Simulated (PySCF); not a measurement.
## Ga3N, singlet: molecular constants

Method: PBE0/[N def2-SVP, Ga def2-SVP], no relativity, density fitting, PySCF.

The structure is a minimum.

```xyz
4
charge 0 multiplicity 1, angstrom
N     0.0000    0.0000    0.0000
Ga    0.0009    0.0000    1.9029
Ga    1.6475    0.0000   -0.9522
Ga   -1.6484    0.0000   -0.9507
```

| Item | Value |
| --- | --- |
| Point group | D3h |
| Bond lengths | N–Ga 1.903 Å (×3) |
| Bond angles | Ga–N–Ga 120.0° (×3) |
| Lowest empty level | -1.65 eV |
| Rotational constants | 0.04503, 0.04503, 0.02252 cm⁻¹ |
| Rotational symmetry number | 6 |
| Heat capacity Cp at 298.15 K | 72.1 J/(mol K) |
| Principal polarisabilities | 83.1, 125.9, 125.9 bohr³ |
| Principal quadrupole moments (Buckingham, traceless) about the centre of mass | -3.19, -3.19, 6.39 D Å |
| Entropy at 298.15 K and 1 bar | 336.0 J/(mol K) |
| Enthalpy at 298.15 K above 0 K | 17.27 kJ/mol |
| Atomisation energy without zero-point energy | 977 kJ/mol |
| Dipole moment | 0.00 D |
| Zero-point energy | 11.8 kJ/mol |
| Highest occupied level | -6.06 eV |

Harmonic modes (masses in u: N 14.003, Ga 68.926):
```tsv
symmetry	ω (cm⁻¹)	IR (km/mol, summed over degenerate members)
e'	93	2.6
a2''	179	0.2
a1'	266	0.0
e'	672	806
```

In D3h the vibrations span 2e' + a2'' + a1'. The a1' mode carries no infrared intensity, as symmetry demands.

Charges (e):
| atom | Mulliken | Löwdin | polar tensor | Mayer order to N1 |
| --- | --- | --- | --- | --- |
| N1 | -0.76 | -0.34 | -1.51 | – |
| Ga2,3,4 | 0.25 | 0.11 | 0.50 | 0.98 |

Mulliken populations on N1: s 3.65, p 4.10, d 0.00.

Outer orbital energies (eV). occupied: -22.62, -19.92, -11.22, -11.22, -7.91, -7.60, -6.06, -6.06; empty: -1.65, -1.65, -1.10, -1.10.

Other isomers or separated fragments may lie lower.

The final relaxation and frequency run took 58 s on 2 threads of a shared AMD EPYC 7R43 64-Core (Zen 3) host, with 110 basis functions and 6 gradients; the process peaked at 1.2 GiB. Launch command: `OMP_NUM_THREADS=2 python axn.py task.json out`.
